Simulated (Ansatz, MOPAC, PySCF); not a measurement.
Stepwise substitution at one centre (B OH-I). Isolated molecules, 0 K electronic values unless said otherwise. One relaxed conformer stands for each flexible species; it need not be the lowest. Strings in code marks are SMILES.

Quantity: vertical ionisation energy (energy after one electron is removed minus that of the parent at the parent's geometry), in eV.

Level 1: frozen-core CCSD(T)/def2-TZVPP // PBE0-D3(BJ)/def2-TZVP (Ansatz, a first-principles code)
Level 2: ωB97X-D3(BJ)/def2-TZVP // PBE0-D3(BJ)/def2-TZVP (PySCF)
Level 3: minus the HOMO energy of PM3 // PBE0-D3(BJ)/def2-TZVP (MOPAC)
Level 4: minus the HOMO energy of ωB97X-D3(BJ)/def2-TZVP // PBE0-D3(BJ)/def2-TZVP (PySCF)

| species | level 2 | level 3 | level 4 |
|---|---|---|---|
| `OB(O)I` (H–O–B–I torsion 180°, I–B–O–H torsion -180°) | 9.77 | 9.15 | 9.64 |
| `OB(O)O` | 12.12 | 12.43 | 11.81 |

Question: What does level 1 give for each?

Answer: 
- `OB(O)I` (H–O–B–I torsion 180°, I–B–O–H torsion -180°): 9.66
- `OB(O)O`: 12.22
